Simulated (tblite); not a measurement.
`N[SiH]C(N)=O` [radical] (doublet state). Computed geometry: GFN2-xTB, gas phase. This method treats the open shell by occupation alone, without spin polarisation.

```
atom  x, y, z in Å
N1     1.3342    0.9292    0.4799
Si2    0.9027   -0.7338    0.2586
C3    -0.8294   -0.8286   -0.4646
N4    -1.6575    0.2161   -0.2126
O5    -1.2002   -1.8196   -1.0751
H6     1.4861    1.5017   -0.3422
H7     2.0464    1.1465    1.1598
H8     1.8487   -1.6407   -0.3805
H9    -1.3181    1.0360    0.2561
H10   -2.6039    0.1980   -0.5581
```

(1) How far are the heavy atoms from their best plane (unweighted least squares)?

(2) Which two atoms are farthest apart?

(3) What is the repulsion energy of the bare nuclei, Σ ZA·ZB/RAB?

(4) Give the dihedral angles H8–Si2–C3–O5, N1–Si2–C3–N4, O5–C3–N4–H10, Si2–C3–N4–H10, H7–N1–Si2–H8.

(5) How far apart are these pairs, which share no bond: N1···O5, N4···H6, H6···H9, H7···H9, H9···H10?

Results:

(1) 0.158 Å rms; N1 0.19, Si2 0.23, C3 0.01, N4 0.11, O5 0.16 Å (magnitudes).

(2) H7···H10, 5.05 Å; the next longest distance is 4.93 Å.

(3) 218.66 Eh over 45 pairs, with full nuclear charges and distances in bohr; the largest single term is 29.94 Eh (N1 with Si2).

(4) H8–Si2–C3–O5 22° (synperiplanar); N1–Si2–C3–N4 -26° (synperiplanar); O5–C3–N4–H10 -2° (synperiplanar); Si2–C3–N4–H10 -178° (antiperiplanar); H7–N1–Si2–H8 -70° (synclinal). Dihedral signs follow IUPAC: positive where, seen along the central bond, the front bond turns clockwise onto the rear one.

(5) N1···O5 4.049 Å (3 bonds apart); N4···H6 3.399 Å (4 bonds apart); H6···H9 2.905 Å (5 bonds apart); H7···H9 3.486 Å (5 bonds apart); H9···H10 1.737 Å (2 bonds apart).

Its GFN2-xTB frequencies are all real (lowest 83 cm⁻¹).

One conformer stands for the species.
